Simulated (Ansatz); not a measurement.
Reaction (formal exchange of groups at a C–N bond): `C=CN(C)C` + `[F][InH][Cl]` → `C=[CH][In]([F])[Cl]` + `CNC`

Program: Ansatz. Geometries: PBE0-D4/def2-TZVP. ΔE: electronic, gas phase. CCSD(T)/CBS adds triple-zeta CCSD(T) − MP2 to the extrapolated MP2 energy (def2 sets, frozen cores). Functionals use def2-TZVPP. B3LYP here is the variant with VWN-RPA as its local correlation; programs differ in this. Elements past krypton have def2 core potentials. For In outer-core shells are correlated without core-valence functions, which leaves a few kJ/mol of doubt a bond. One conformer a species, not always the lowest.

| level | ΔE (kcal/mol) | difference from CCSD(T)/CBS |
| --- | --- | --- |
| revPBE-D4 | 1.9 | 5.1 |
| BHLYP-D4 | -0.7 | 2.5 |
| CAM-B3LYP-D4 | 0.8 | 4.0 |
| B2PLYP | -1.8 | 1.4 |
| BLYP | -1.7 | 1.5 |
| r2SCAN | 0.8 | 4.0 |
| B3LYP | -1.2 | 2.0 |
| BHLYP | -1.1 | 2.1 |
| CAM-B3LYP | 0.1 | 3.3 |
| LC-ωPBE | -0.1 | 3.1 |
| RPA@PBE/def2-TZVPP | -3.1 | 0.1 |
| CCSD(T)/def2-SVP | 0.4 | 3.6 |
| CCSD(T)/def2-TZVPP | -3.0 | 0.2 |
| MP2/def2-QZVPP | -2.9 | 0.3 |
| MP2/CBS(def2) | -3.0 | 0.2 |
| CCSD/CBS(def2) | -3.5 | -0.3 |
| CCSD(T)/CBS | -3.2 | 0 |

Largest T1 diagnostic among the species: 0.015.

At CCSD(T), def2-SVP lies +3.6 kcal/mol from the extrapolated value and def2-TZVPP +0.2 kcal/mol. Leaving LDA and LC-ωPBE aside and taking each functional with its dispersion term where it has one, the values, not all of them listed here, spread over 4.0 kcal/mol, from B2PLYP to B97M-V. LDA lies +6.5 kcal/mol from PBE without D4.
